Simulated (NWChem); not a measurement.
# CH3BeCl; SMILES [CH3][Be][Cl]

All runs: NWChem. All runs use the structure optimised with B3LYP/6-31G* (spherical d). Static field.

```json
[
 {"level": "PBE/def2-SVPD", "isotropic polarisability (bohr³)": "43.6", "anisotropy (bohr³)": "17.1"},
 {"level": "B3LYP/def2-SVPD", "isotropic polarisability (bohr³)": "42.1", "anisotropy (bohr³)": "15.5"},
 {"level": "LC-BLYP (range parameter 0.33 per bohr)/def2-SVPD", "isotropic polarisability (bohr³)": "41.7", "anisotropy (bohr³)": "14.7"},
 {"level": "BHandHLYP/def2-SVPD", "isotropic polarisability (bohr³)": "40.1", "anisotropy (bohr³)": "13.4"}
]
```
